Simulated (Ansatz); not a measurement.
PtO2, relaxed as a triplet with UKS PBE-D4/def2-TZVP in Ansatz, starting from the PBE-D4/def2-TZVP geometry of the neutral singlet. Force threshold 0.02 eV/Å.

In the def2 sets Pt takes a core potential; there is no spin–orbit coupling. At PBE-D4/def2-TZVP a singlet of charge 0 lies 1.28 eV below the triplet, each at its own geometry. The structure comes from a short search, and lower isomers may exist.

Start:

Cartesian coordinates in Å:
```
Pt 0.0000 0.0000 0.0000
O 1.4425 -0.8213 0.4164
O -1.4425 0.8213 -0.4165
```

| step | energy (eV) | largest force component (eV/Å) | SCF passes |
| --- | --- | --- | --- |
| 1 | -7337.5182 | 2.600 | 130 |
| 2 | -7337.6545 | 0.279 | 185 |
| 3 | -7337.6564 | 0.022 | 103 |
| 4 | -7337.6564 | 0.002 | 142 |
| 5 | -7337.6577 | 0.043 | 68 |
| 6 | -7337.6612 | 0.121 | 62 |
| 7 | -7337.6669 | 0.104 | 64 |
| 8 | -7337.6781 | 0.212 | 61 |
| 9 | -7337.6986 | 0.172 | 63 |
| 10 | -7337.7189 | 0.239 | 61 |
| 11 | -7337.7407 | 0.223 | 63 |
| 12 | -7337.7557 | 0.300 | 49 |
| 13 | -7337.7618 | 0.012 | 54 |

Force components are those of the run's own axes.

End:

```xyz
3

Pt    0.048    0.245    0.319
O     1.363   -0.912    0.241
O    -1.410    0.667   -0.560
```

By distances, no bond broke or formed. The bond that changes most is Pt1–O2, from 1.71 to 1.75 Å (atoms count from 1).

The force fell under the threshold at step 4, but the optimiser went on and released 0.105 eV more. No frequencies were taken in this run, so the end may be a saddle point.

Hardware: 4 threads of Arm Neoverse V1 on a shared host. Wall time 46 s.
